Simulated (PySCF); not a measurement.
## SMILES C[NH2+][C@H]1C[C@@H]1[SiH3], [C4H12NSi]+, charge +1

Geometry (Å), atoms numbered from 1 in this order:
```xyz
18

C     1.971    1.129   -0.650
N     1.532   -0.276   -0.510
C     0.060   -0.422   -0.560
C    -0.547   -1.624    0.086
C    -0.710   -0.268    0.714
Si   -2.406    0.625    0.732
H     3.052    1.202   -0.556
H     1.674    1.512   -1.624
H     1.500    1.734    0.122
H     1.964   -0.847   -1.248
H     1.853   -0.643    0.395
H    -0.346   -0.047   -1.489
H    -1.398   -2.077   -0.398
H     0.106   -2.347    0.551
H    -0.101   -0.101    1.595
H    -2.063    2.040    0.872
H    -3.150    0.077    1.854
H    -3.001    0.338   -0.572
```

Total charge +1.

Method used: TDDFT LC-wPBE/def2-SVPD circular dichroism and optical rotation, one conformer, gas phase in PySCF 2.14.0. Geometry: GFN2-xTB.

The molecule is flexible and this is one conformer; a measurement averages over conformers.

(1) Assign R or S to each stereocentre.

(2) List the lowest 16 singlet excitations with oscillator and rotatory strengths.

Results:

(1) C3 S, C5 S.

(2) Rotatory strengths R in 10⁻⁴⁰ esu² cm², velocity form and length form (origin at the centre of mass); f in length form.
```
state  E (eV)  λ (nm)      f  R (velocity)  R (length)                                    main
    1    8.66     143  0.017          +2.8        +3.3        HOMO→LUMO 0.71, HOMO→LUMO+1 0.08
    2    8.99     138  0.007         -15.3       -15.1    HOMO−1→LUMO 0.33, HOMO−1→LUMO+3 0.14
    3    9.04     137  0.031         +46.4       +45.8      HOMO→LUMO+1 0.38, HOMO→LUMO+2 0.08
    4    9.21     135  0.002          +0.7        +0.1    HOMO−1→LUMO 0.19, HOMO−1→LUMO+1 0.16
    5    9.28     134  0.018          -7.2        -6.7    HOMO−2→LUMO+3 0.19, HOMO→LUMO+1 0.14
    6    9.44     131  0.105         -18.6       -18.2      HOMO→LUMO+2 0.25, HOMO→LUMO+3 0.12
    7    9.61     129  0.017         +44.1       +44.1  HOMO−1→LUMO+1 0.33, HOMO−1→LUMO+6 0.09
    8    9.70     128  0.007          -7.2        -7.7      HOMO→LUMO+5 0.25, HOMO→LUMO+9 0.15
    9    9.83     126  0.013          +1.5        +1.1      HOMO−3→LUMO 0.13, HOMO−2→LUMO 0.11
   10    9.89     125  0.007          +9.9        +8.5      HOMO→LUMO+3 0.13, HOMO→LUMO+8 0.12
   11    9.99     124  0.018          +5.9        +7.5      HOMO→LUMO+3 0.19, HOMO→LUMO+6 0.14
   12   10.00     124  0.028         -20.4       -19.5      HOMO→LUMO+8 0.20, HOMO→LUMO+5 0.15
   13   10.23     121  0.060         -53.2       -54.9      HOMO→LUMO+7 0.19, HOMO→LUMO+6 0.11
   14   10.29     120  0.050          -5.7        -6.8      HOMO→LUMO+4 0.22, HOMO→LUMO+8 0.12
   15   10.44     119  0.113         +70.0       +68.5                      HOMO−1→LUMO+4 0.10
   16   10.48     118  0.119         -59.5       -59.0  HOMO−1→LUMO+3 0.20, HOMO−1→LUMO+5 0.20
```

Among the states computed, the strongest CD band (largest |R|) is state 15. The largest dissymmetry factor in size, g = 4R/(D+G), with D and G the electric and magnetic dipole strengths, is +0.038 for state 7 (velocity form, f = 0.017), among bands with |R| over 0.5. The mirror image has the same energies and oscillator strengths and all R with the opposite sign.
